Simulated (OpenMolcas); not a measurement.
Ir5+ with 6 ligands (fluoride) in octahedral coordination (Oh). A charge of +0.167 e stands 2.6 Å behind each ligand. Ligand basis ANO-RCC-VDZP.

```yaml
Program: OpenMolcas 26.06
Method: "SS-CASPT2, IPEA 0.25 Eh, imaginary shift 0.1 Eh (closed shells correlated: 5s 5p and the ligand valence shells)"
Basis: ANO-RCC-VTZP [8s7p5d3f1g]
Scalar_Hamiltonian: DKH2, point nucleus
Active_space: 4 electrons in 5 orbitals (5d)
State_averaging: 2S+1 = 5 even, 5 roots; 2S+1 = 3 even, 45 roots; 2S+1 = 1 even, 50 roots
Spin-orbit_coupling: state interaction with AMFI integrals over the reference wave functions
```

All ligands move together. At R = 1.77 Å the first state of the same spin is 43840 cm-1, and at R = 1.99 Å it is 26930 cm-1.

Task: A third run gives 33870 cm-1. What distance was it run at?

Result: With a power law R^-n the two known points give n = -ln(26930 / 43840) / ln(1.99 / 1.77) = 4.16. Then R = 1.77 × (43840 / 33870)^(1/4.16) = 1.883 Å. The run was at 1.88 Å, so the estimate is off by +0.003 Å.

Roots that are degenerate in the reference are averaged as groups; the widest CASPT2 spread within a group is 1300 cm-1 (the 3-fold group of multiplicity 3 near 106000 cm-1 above the lowest state of its run, R = 1.77). Shifts and gaps below about the spread of the groups concerned are not significant. Over all roots computed the reference weight is 0.65 to 0.70 in R = 1.77, 0.63 to 0.68 in R = 1.88, 0.60 to 0.66 in R = 1.99; the roots of lowest weight are the least certain, and an intruder state may touch them. Ligand-to-metal charge-transfer states are missing. With no ligand orbital active B as a rule stays too high, so bands that hang on it stand too high and its fall with covalency is understated. With one d shell and no ligand orbital active, 10Dq can be off by a tenth or more. The least metal-like active orbital is 67 % on the metal (Löwdin) and no ligand orbital is active, so the numbers are rough, and ground spin, moment and any spin crossover can be artefacts of this space; highly charged d ions in such sites are as a rule low spin (holds for R = 1.77; R = 1.88). The least metal-like active orbital is 66 % on the metal (Löwdin) and no ligand orbital is active, so the numbers are rough, and ground spin, moment and any spin crossover can be artefacts of this space; highly charged d ions in such sites are as a rule low spin (holds for R = 1.99). No measured value stands beside these numbers; the geometry was imposed, not optimised, and the real ion may take another.
